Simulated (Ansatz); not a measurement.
PtCl2⁺. The state is a doublet with charge 1. Geometry PBE-D4/def2-TZVP, that of the neutral singlet; atoms count from 1.

```xyz
3

Pt   -0.454    0.183   -0.468
Cl    0.736   -1.585   -0.845
Cl   -0.282    1.402    1.313
```

In the def2 sets Pt takes a core potential; there is no spin–orbit coupling. The charge 1 doublet is spin-contaminated (final ⟨S²⟩ up to 0.93, 0.75 for a pure state). The structure comes from a short search, and lower isomers may exist.

Problem. Estimate the Mulliken populations from the PBE0/def2-TZVP orbitals of Ansatz.

Solution. 
```tsv
atom	charge (e)	spin (α − β)	d electrons
Pt1	0.84	0.54	8.27
Cl2	0.08	0.34	–
Cl3	0.07	0.12	–
```
Mulliken values and Mayer orders depend strongly on the basis.

Problem. Where does the spin sit?

Solution. Summed by element: Pt 0.54, Cl 0.46, of 1 unpaired in all. Largest on single atoms: Pt1 0.54, Cl2 0.34, Cl3 0.12.

Problem. And the Mayer bond orders between bonded heavy atoms (over 0.3)?

Solution. Pt1–Cl2 1.41 (2.16 Å); Pt1–Cl3 1.40 (2.16 Å).
